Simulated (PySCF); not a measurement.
## How methods differ on the excitation energy of Mg⁺

Mg⁺ [Ne] 3s1 (2S) → Mg⁺ [Ne] 3p1 (2P), as a difference of total energies. Computed with PySCF 2.14 in dyall-av3z, with the non-relativistic Hamiltonian (point nucleus). The calculations carry no spin-orbit coupling.

```tsv
method	excitation energy (cm⁻¹)	error (cm⁻¹)
UHF	34490	-1240
LDA	33876	-1854
PBE	32653	-3077
PBE0	33150	-2581
r2SCAN	32466	-3264
wB97X-V	34134	-1596
PW91	32729	-3001
wB97M-V	35086	-644
```

Reference: 35730 cm⁻¹ (measured; NIST levels, between the centres of gravity of the two terms).
